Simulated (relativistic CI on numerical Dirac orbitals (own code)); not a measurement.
Method of calculation: Dirac-Coulomb-Breit CI, KLI orbitals optimised for each configuration, model QED (radiative potential, 1s self-energy scaled to tabulated hydrogen-like ionisation energies), unscaled Slater integrals (own radial code, finite nucleus).

CI space (outside the closed core [Ne]): 3s², 3s3p, 3p², 3s3d, 3d², 3p3d, 3p4s, 3d4s, 3s4s, 3s4p, 3s4d, 3s4f, 3s5s, 3s5p, 3s5d, 4s², 3s5f, 3s5g, 3s6s, 3s6p, 3s6d. Levels of other configurations are missing.

At this charge energies of transitions that change n are usually good to better than 1 %, and those within a shell (Δn = 0) to a few per cent.

Outline of the computed level scheme of Tc XXXII. Lowest level of each configuration: 3s² ¹S0 at 0.000 eV; 3s3p ³P°0 at 62.351 eV; 3p² ³P0 at 150.353 eV; 3s3d ³D1 at 200.124 eV; 3p3d ³F°2 at 267.358 eV; 3d² ³F2 at 405.068 eV; 3s4s ³S1 at 847.520 eV; 3s4p ³P°0 at 880.069 eV; 3p4s ³P°0 at 923.106 eV.

Some strong electric-dipole decays among the lowest 43 levels: 3s4p ¹P°1 → 3s² ¹S0 (4.2e+12 s⁻¹); 3s4s ¹S0 → 3s3p ¹P°1 (3.6e+12 s⁻¹); 3s4s ³S1 → 3s3p ³P°2 (2.5e+12 s⁻¹); 3s4p ³P°1 → 3s² ¹S0 (2.2e+12 s⁻¹); 3p4s ³P°1 → 3p² ¹D2 (1.6e+12 s⁻¹); 3s4s ³S1 → 3s3p ³P°1 (1.2e+12 s⁻¹); 3p4s ³P°1 → 3p² ³P0 (8.4e+11 s⁻¹); 3s4p ³P°2 → 3s3d ³D3 (7.1e+11 s⁻¹).

LS names give the leading component of a level, which can be under half, so a name can repeat, a term be missing and a line seem to break the LS rules.
